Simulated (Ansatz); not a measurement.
Basis-set extrapolation for `[BH2][Al]1[CH2][CH]1C` (PBE0-D4/def2-TZVP geometry, frozen core, Ansatz 0.2.0). Multiplicity 1, RHF reference.

|  | def2-TZVPP | def2-QZVPP |
| --- | --- | --- |
| HF | -384.808832 | -384.822227 |
| MP2 correlation | -0.695046 | -0.738378 |
| CCSD(T) correlation | -0.782024 | not run |

Energies in hartree. Use E(X) = E(∞) + A·exp(−7.88·√X) for Hartree–Fock and E(X) = E(∞) + B·X^(−2.97) for correlation, with X = 3 and 4, and add CCSD(T) minus MP2 of the smaller set to the MP2 limit.

Problem. What is the CCSD(T) energy at the basis-set limit?

Solution. HF limit: -384.822227 + (-0.013395) × 0.13774 = -384.82407. MP2 limit: -0.738378 + (-0.043332) × 0.74074 = -0.77048. Higher-order term: -0.782024 − (-0.695046) = -0.08698. Total: -385.68153 hartree, 238.1 kJ/mol below CCSD(T)/def2-TZVPP.
